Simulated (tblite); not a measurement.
Compound: C6H10FOP.
Atom-mapped SMILES: `[CH3:1][C:2]([CH3:3])([CH3:4])[P@@:5]1(=[O:6])[CH:7]=[C:8]1[F:9]` (hydrogens: H10, H11, H12 on C1; H13, H14, H15 on C3; H16, H17, H18 on C4; H19 on C7)

Computed with GFN2-xTB (tblite): harmonic, unscaled wavenumbers at the GFN2-xTB geometry, gas phase. This tight-binding method is rough: wavenumbers can miss measured ones by several per cent, in bad cases by 10 to 20.

Harmonic wavenumbers (cm⁻¹): 36.0, 90.0, 147.0, 184.6, 206.8, 228.3, 230.2, 242.2, 263.8, 294.4, 339.7, 352.4, 385.7, 401.0, 427.0, 585.9, 616.7, 742.8, 755.0, 845.6, 962.1, 965.6, 968.1, 989.4, 1020.4, 1026.2, 1129.4, 1193.8, 1234.7, 1248.9, 1285.6, 1398.8, 1401.5, 1420.4, 1470.3, 1478.3, 1480.2, 1486.2, 1488.4, 1496.9, 1667.7, 3011.2, 3013.4, 3016.5, 3019.2, 3025.4, 3026.1, 3028.2, 3028.7, 3034.0, 3116.2.

A = 2048, B = 1066, C = 929.8 MHz; mass 148.045 u (most abundant isotopes); point group C1, symmetry number 1.

Q: Zero-point energy?

A: Half the sum of the wavenumbers: 32253 cm⁻¹ = 385.84 kJ/mol.

Q: Entropy at 273.15 K, 1 bar (ideal gas, RRHO, classical rotation)?

A: Translation 169.36, rotation 122.13, vibration 124.09: S = 415.6 J/(mol K).

Q: And Cp and H(273.15 K) − H(0)?

A: Cp = 166.17 J/(mol K), of which vibrations give 132.91 (their classical limit is 51 R = 424.0); H(273.15 K) − H(0) = 27.73 kJ/mol without the zero-point energy, 18.65 from vibrations.

Q: Blend soft modes into free rotors: weight 1/[1 + (100 cm⁻¹/ν̃)⁴] for the oscillator and the rest for a rotor with moment μB/(μ + B), μ = h/(8π²ν), B = 10⁻⁴⁴ kg m². What vibrational entropy results?

A: 116.44 J/(mol K) in place of 124.09, which changes −T·S at 273.15 K by +2.09 kJ/mol.

Q: Which modes carry the vibrational entropy at 273.15 K?

A: 36.0 cm⁻¹: 22.15; 90.0 cm⁻¹: 14.60; 147.0 cm⁻¹: 10.65; 184.6 cm⁻¹: 8.87; 206.8 cm⁻¹: 8.00; 228.3 cm⁻¹: 7.26 J/(mol K); the other 45 give 52.56 together.

Hindered rotation and anharmonicity are outside this model. The structure is chiral; the term R ln 2 for an equal mix with its mirror image is left out.

The values belong to the conformer `[CH3:1][C:2]([CH3:3])([CH3:4])[P@@:5]1(=[O:6])[CH:7]=[C:8]1[F:9]`: C1–C2–P5–O6 58°.
